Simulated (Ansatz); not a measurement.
Molecule: InOH (charge +1, doublet). SMILES of the parent species: [In][OH]

Atoms: In1, O2, H3. Bonds: In1-O2, O2-H3.

Bond lengths (Å) and angles (degrees) optimised at HF/STO-3G with Ansatz (a program for electronic structure); HF/3-21G with Ansatz; B3LYP/LANL2DZ with Ansatz; MP2/6-31G* with LANL2DZ past Ar with Ansatz, each started from the B3LYP-D3(BJ)/def2-TZVP structure (Ansatz) of the last column. A row stands for all coordinates that are equal there. 6-31G* holds six Cartesian d functions. No wavenumbers were computed at HF/STO-3G, B3LYP/LANL2DZ, MP2/6-31G* with LANL2DZ past Ar, so these may be saddle points.

```
coordinate  HF/STO-3G  HF/3-21G  B3LYP/LANL2DZ  MP2/6-31G* with LANL2DZ past Ar  B3LYP-D3(BJ)/def2-TZVP
----------  ---------  --------  -------------  -------------------------------  ----------------------
In1-O2          1.689     2.512          1.845                            1.830                   2.064
O2-H3           0.965     0.986          0.976                            0.975                   0.978
In1-O2-H3       180.0     179.9          143.6                            129.9                   115.5
```

Mean signed difference of all 2 bond lengths from B3LYP-D3(BJ)/def2-TZVP: HF/STO-3G -0.194 Å, HF/3-21G 0.228 Å, B3LYP/LANL2DZ -0.111 Å, MP2/6-31G* with LANL2DZ past Ar -0.118 Å.
